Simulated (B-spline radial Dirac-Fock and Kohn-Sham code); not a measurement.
## F: input and output of one calculation

ΔSCF core binding energies without Breit or QED terms, calculated with an atomic code on a B-spline grid. Keys: rel is the Hamiltonian (dirac, or spin-free x2c and nr, where L3 and M5 stand for the whole 2p and 3d shells), method is hf or an exchange,correlation pair (spin-unpolarised, also for the hole states), nuc the nuclear model, radius_factor scales its radius, rmax is the box in bohr, h the logarithmic mesh step, order the B-spline order, points the quadrature points per cell, c_factor scales the speed of light, and damp, ndamp, maxit and tol steer the iteration. The run stops when the commutator error falls below 10·tol·max(1, Z/10), or the numerical noise floor, and the energy has settled to about 1e-8 Ha; the virial ratio is −V/T.

Input (task.json):

```json
{"items": [{"Z": 9, "q": 0, "cfg": [[1, 0, 2], [2, 0, 2], [2, 1, 5]], "A": 19, "rrms": 2.8976, "do": "settings", "holes": ["K", "L3", "M5"],
  "settings": [{"rel": "dirac", "method": "hf", "nuc": "fermi", "radius_factor": 1.0, "rmax": 45.0, "h": 0.3, "order": 8, "points": 10, "c_factor": 1.0, "maxit": 60, "damp": 0.5, "ndamp": 3, "tol": 1e-08}]}]}
```

Command: `python xray2_run.py task.json out`

Ground-state iterations:

```
iter   energy (Ha)        error
   1      -98.71811320  3.63e-01
   2      -99.31965311  1.03e-01
   3      -99.48639190  2.85e-02
   4      -99.50042913  8.23e-03
   5      -99.50136797  3.61e-03
   6      -99.50161245  1.66e-04
   7      -99.50161352  2.89e-05
   8      -99.50161354  2.19e-06
   9      -99.50161354  2.65e-07
```

The ground state converged in 9 iterations, with total energy -99.50161 Ha, virial ratio 1.99814 and highest orbital energy -19.83 eV. ΔSCF binding energies: K (1s) 698.4 eV. Holes are computed only in closed shells, and unreliable hole states are left out.
